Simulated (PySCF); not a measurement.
## Electron correlation in Be (beryllium, neutral)

[He] 2s1 2p1, high-spin 3P determinant (an excited configuration). Calculation: PySCF 2.14, in cc-pVTZ (4s3p2d1f, 30 functions); the non-relativistic Hamiltonian (point nucleus). Frozen: 1s2; 2 electrons correlated.

Total MP2 correlation energy: -2.63 mhartree.

Same-spin part -2.63 and opposite-spin part 0.00 mhartree; SCS-MP2 scales them by 1/3 and 6/5 to -0.88 mhartree.

The basis was made for the ground configuration and has no added diffuse functions, which can raise the energy of the promoted electron.
